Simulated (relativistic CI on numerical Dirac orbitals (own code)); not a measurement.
One change at a time: Pd XXXII

Base calculation: Dirac-Coulomb-Breit CI, separate exchange-only KLI orbitals for each configuration, model QED, unscaled Slater integrals.

CI space (outside the closed core [Ne]): 3s²3p³, 3s3p⁴, 3s²3p²3d, 3p⁵, 3s3p³3d, 3p⁴3d, 3s3p²3d², 3s²3p3d4p, 3p⁴4s, 3s3p²3d4s, 3p⁴4p, 3s²3p²4s, 3s²3p3d², 3s²3d³, 3s3p3d³, 3s²3d²4s, 3p³3d², 3p²3d³, 3p²3d²4s, 3s²3p3d4s, 3s3p3d²4s, 3s²3d4s², 3s3p²3d4p, 3s3p3d²4p, 3p²3d²4p, 3s3p3d4s4p. Double excitations out of closed p, d and f shells are left out; levels of such configurations are missing from the list, as are those of other unlisted configurations, and high levels can miss mixing partners.

Variants: (1) Breit term removed. Shifts of the energy above 3s²3p³ ⁴S°3/2, in cm⁻¹, for the lowest level and the first level of each name with at least 55 % of one term (blank where a level changes its place among those of its configuration and J or its character, or is not in the variant):

```
         Level     Base    Δ(1)
 3s²3p³ ⁴S°3/2        0       0
 3s²3p³ ²D°5/2   303849   +5361
 3s²3p³ ²P°1/2   369555   +4173
 3s²3p³ ²P°3/2   622752   +9036
   3s3p⁴ ⁴P5/2   898013   +1023
3s²3p²3d ⁴D1/2  1237788   +6455
3s²3p²3d ⁴F9/2  1359376  +12471
3s²3p²3d ²P1/2  1553840   +9772
3s²3p²3d ²G9/2  1645413  +15912
3s3p³3d ⁶D°1/2  1866169   +2818
3s3p³3d ⁶D°3/2  1867033   +3335
3s3p³3d ⁶D°9/2  1924497   +7686
3s3p³3d ⁴F°7/2  2146290   +9390
```

At this charge energies of transitions that change n are usually good to better than 1 %, and those within a shell (Δn = 0) to a few per cent.

Ionisation energy from the two ground configurations alone: base 1852.4 eV; Breit term removed 1853.43 eV. The NIST ASD value (semi-empirical) is 1869 eV.

LS names give the leading component of a level, which can be under half, so a name can repeat, a term be missing and a line seem to break the LS rules.
